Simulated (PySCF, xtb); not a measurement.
C2H6OSi2, SMILES O[Si@@H]1C=C[SiH2]1.

xtb with GFN2-xTB at its own geometry gives an orbital gap of 3.25 eV and a dipole moment of 1.04 D.

The structure is a stationary point at B3LYP-D3(BJ)/def2-SVP. The structure was generated by enumeration; whether it is a known compound was not checked. One conformer was computed; it need not be the lowest.

### Question
What does HF/def2-TZVP (PySCF) give? (An estimate is asked for; the answer gives what the named calculation found.)

### Answer
gap 12.79 eV (levels -10.08 and 2.72 eV), dipole 1.60 D.
